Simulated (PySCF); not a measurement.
**C5H11FO3Si: full NMR table**

```yaml
Formula: C5H11FO3Si
SMILES: CO[Si]1(CF)OCCCO1
Point_group_of_the_computed_structure: Cs
Degrees_of_unsaturation: 1
Carbon_signals: 4
Proton_signals: 6
```

Atoms are numbered as in `[CH3:1][O:2][Si:3]1([CH2:4][F:5])[O:6][CH2:7][CH2:8][CH2:9][O:10]1`; H(Xn) means a hydrogen on atom n.

Non-relativistic, one averaged value for each set of equivalent atoms, one conformer, isolated molecule. Geometry from GFN2-xTB; NMR shieldings at PBE0/pcSseg-1/GIAO; PySCF 2.14.

Referencing at the same level of theory: TMS for ¹H (σ = 31.72 ppm) and ¹³C (σ = 186.93 ppm) and ²⁹Si (σ = 349.16 ppm); CFCl3 for ¹⁹F (σ = 170.95 ppm); H2O for ¹⁷O (σ = 336.08 ppm).

| carbon | δC, type | δH (multiplicity) | HMBC from (2–3 bonds) | span of the C tensor (ppm) |
| --- | --- | --- | --- | --- |
| C1 | 51.9, CH3 | 3.83 (s) | – | 77 |
| C4 | 81.7, CH2 | 4.66 (m) | – | 118 |
| C7/C9 | 69.4, CH2 | Ha(C7) 4.41 (m); Hb(C7) 4.54 (m) | Hb(C7)/Ha(C9), Ha(C7)/Hb(C9), Hb(C8), Ha(C8) | 62 |
| C8 | 36.0, CH2 | Ha(C8) 1.27 (m); Hb(C8) 2.20 (m) | Hb(C7)/Ha(C9), Ha(C7)/Hb(C9) | 21 |

Other nuclei:
| atoms | nucleus | environment | δ (ppm) | σ (ppm) |
| --- | --- | --- | --- | --- |
| F5 | ¹⁹F | fluorine on an sp3 carbon | -318.3 | 489.2 |
| Si3 | ²⁹Si | silicon bonded to C, 3 O, in a 6-membered ring | -61.8 | 411.0 |
| O6/O10 | ¹⁷O | oxygen bonded to C, Si, in a 6-membered ring | 56.6 | 279.5 |
| O2 | ¹⁷O | oxygen bonded to C, Si | 25.6 | 310.5 |

- Carbon types of the structure: 4 × CH2, 1 × CH3, which accounts for all hydrogens.
- δC 81.7: sp3 CH2 bonded to F and Si; pulled downfield by the heteroatom.
- δC 69.4: sp3 CH2 bonded to O; the inductive effect lowers its shielding.
- δC 51.9: methyl carbon bonded to O; the inductive effect lowers its shielding.
- δC 36.0: sp3 CH2 in a ring; a saturated carbon with 2 carbon neighbours and no heteroatom attached.
- δH 4.66: hydrogen on an sp3 CH2 bonded to F and Si; its carbon carries F, which withdraws density.

Splittings by ¹⁹F in the carbon and heteronuclear signals aren't shown, as no couplings were computed. Shifts are as computed. Against solution values, carbons near 30 ppm lie about +3 ppm off and those near 130 ppm about +5 ppm. Of 1309 compounds with measured shifts, 239 miss one by over three times the rms of a fit or turn the order of signals round; such compounds aren't used in these exercises. Unscaled 19F shifts against computed CFCl3 carry errors that often reach 10 to 50 ppm. Experimental scales use liquid or dissolved standards, which lie at an offset from isolated H2O (liquid H2O: subtract about 36 ppm). Multiplicities follow the n + 1 count of equivalent neighbours, as no J values were calculated; m marks all less simple cases, F and P coupling included.
